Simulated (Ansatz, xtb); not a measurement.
**BFGaH4N: where a starting geometry ends**

The starting geometry of this gas-phase singlet was built from a drawn formula by distance geometry and a force field; its bonds are those of `F[B]1[NH2+][GaH2-]1`.

```xyz
8

B    -0.0370    0.1614    0.4002
F    -1.4241    0.2306    0.3917
Ga    1.9003    0.2367    1.3820
N     1.3130   -0.0006   -0.3567
H     1.4076   -0.9286   -0.7844
H     1.4912    0.8455   -1.0156
H     2.0144   -1.1061    2.2491
H     2.1062    1.7678    1.8872
```

Problem. Where would you expect an optimisation with r2SCAN-D4/def2-SVP to take it?

Solution. A bond breaks, leaving `N[B](F)[GaH2]`. Distances that change by over a tenth: B1–N4 (1.56 → 1.40 Å). Contacts that open: Ga3–N4 (1.85 → 3.07 Å).

The energy falls by 3.51 eV over 30 steps:

```
step  E − E(last) (eV)
   1             3.505
   4             1.073
   7             0.957
  11             0.735
  14             0.141
  17             0.021
  20             0.004
  24             0.001
  27             0.000
  30             0.000
```

Final geometry (Å):

```csv
atom,x (Å),y (Å),z (Å)
B,0.5315,-0.2485,0.3281
F,-0.5208,-1.0831,0.4475
Ga,1.6902,0.3309,1.9901
N,0.8292,0.2257,-0.9543
H,0.2905,-0.0341,-1.7769
H,1.5994,0.8546,-1.1425
H,1.4380,-0.1510,3.4639
H,2.9136,1.3122,1.7975
```

From the same start GFN2-xTB reaches the same bonding as this run.

The end wasn't checked by frequencies. Run with Ansatz 0.2.0, 60 s on 2 threads of Intel(R) Xeon(R) Platinum 8259CL CPU @ 2.50GHz (Skylake/Cascade Lake) (shared host).
